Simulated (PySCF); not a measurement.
Si(OSiH3)2(H)(Me) (CH₁₀O₂Si₃), SMILES C[SiH](O[SiH3])O[SiH3].

Geometry optimised at B3LYP-D3(BJ)/def2-SVP. One conformer was computed; it need not be the lowest.

Two levels are set side by side: TDA-PBE/def2-SVPD (PySCF) and TDA-B3LYP/def2-SVPD (PySCF). Vertical, same geometry. The lowest singlet is HOMO→LUMO 99 % with PBE and HOMO→LUMO 95 % with the other functional; states are paired by order. Differences are taken from unrounded values.

```csv
quantity,TDA-B3LYP
lowest singlet excitation (eV),6.93
lowest triplet excitation (TDA) (eV),6.72
```

Question: What does TDA-PBE give, and how far is it from TDA-B3LYP? (Estimate from the structure and the level; the computed values follow.)

Answer: 
```json
[
 {"quantity": "lowest singlet excitation (eV)", "TDA-PBE": "6.11", "TDA-PBE minus TDA-B3LYP": "-0.82"},
 {"quantity": "lowest triplet excitation (TDA) (eV)", "TDA-PBE": "5.97", "TDA-PBE minus TDA-B3LYP": "-0.75"}
]
```

A lower first singlet is the usual sign of a functional without exact exchange. Differences between two approximate levels are no errors against the true value.

Rough cost on one machine, each run with all the roots and properties that it gave: TDA-B3LYP against TDA-PBE about 3 times.
